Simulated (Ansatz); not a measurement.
Cost and result for the atomization energy of CH3AlClGa (`[Cl][Al]1[CH2][GaH]1`) (7 atoms, 7 bonds).

The species carries charge 0 and has multiplicity 1. Correlated methods include outer-core shells of Ga, which these sets cover unevenly. Scalar relativity is left out up to krypton. The geometry is a stationary point of PBE0-D4/def2-TZVP. Program: Ansatz. All runs use 2 threads of an Intel Xeon 6975P-C on a shared host. Times are those of one run each, without the atoms' runs, and a repeat can differ threefold. Electronic energies, without spin–orbit coupling; frozen cores. CCSD(T)/CBS adds CCSD(T) − MP2 in def2-TZVPP to the MP2 limit, and its time is that of the two runs behind it. T1 = 0.014. With those shells the extrapolation isn't a true limit.

CCSD(T)/CBS is a level of theory with its own doubt, some kJ/mol a heavy atom from the limit and from the frozen cores, so smaller differences don't rank the functionals.

| level | functions | wall time | atomization (kJ/mol) | difference from CCSD(T)/CBS | per bond |
| --- | --- | --- | --- | --- | --- |
| revPBE-D4/def2-TZVPP | 205 | 1.5 s | 2004.7 | -36.1 | -5.2 |
| BLYP-D4/def2-TZVPP | 205 | 1.5 s | 1983.5 | -57.3 | -8.2 |
| PBE-D4/def2-TZVPP (with forces) | 205 | 1.9 s | 2061.7 | 20.9 | 3.0 |
| BHLYP-D4/def2-TZVPP | 205 | 2.7 s | 1955.5 | -85.3 | -12.2 |
| CCSD(T)/def2-SVP | 97 | 2.8 s | 1906.3 | -134.5 | -19.2 |
| CAM-B3LYP-D4/def2-TZVPP | 205 | 3.1 s | 2007.1 | -33.7 | -4.8 |
| r2SCANh-D4/def2-TZVPP | 205 | 4.1 s | 2048.3 | 7.5 | 1.1 |
| B2PLYP/def2-TZVPP | 205 | 4.3 s | 1993.3 | -47.5 | -6.8 |
| B97M-V/def2-TZVPP | 205 | 5.5 s | 2070.9 | 30.1 | 4.3 |
| ωB97M-V/def2-TZVPP (with forces) | 205 | 8.5 s | 2029.4 | -11.4 | -1.6 |
| MP2/def2-QZVPP | 376 | 17 s | 2063.8 | 23.0 | 3.3 |
| CCSD(T)/def2-TZVPP | 205 | 30 s | 1990.7 | -50.1 | -7.2 |
| CCSD(T)/CBS(def2) | – | 46 s | 2040.8 | 0.0 | 0.0 |

In def2-TZVPP, CCSD(T) changes the Hartree–Fock value by +529.9 kJ/mol (the triples alone add +42.0 kJ/mol) and MP2 by +573.9 kJ/mol; breaking electron pairs costs correlation energy, which Hartree–Fock lacks. From r2SCAN to r2SCAN0 (25 % exact exchange), in def2-TZVPP and without D4, the atomization energy moves by −34.6 kJ/mol: exact exchange takes away binding that semilocal exchange gives to molecules. Leaving LDA and LC-ωPBE aside and taking each functional with its dispersion term where it has one, the values spread over 115.3 kJ/mol, from BHLYP-D4 to B97M-V. LDA lies +284.2 kJ/mol from PBE without D4, its usual overbinding.
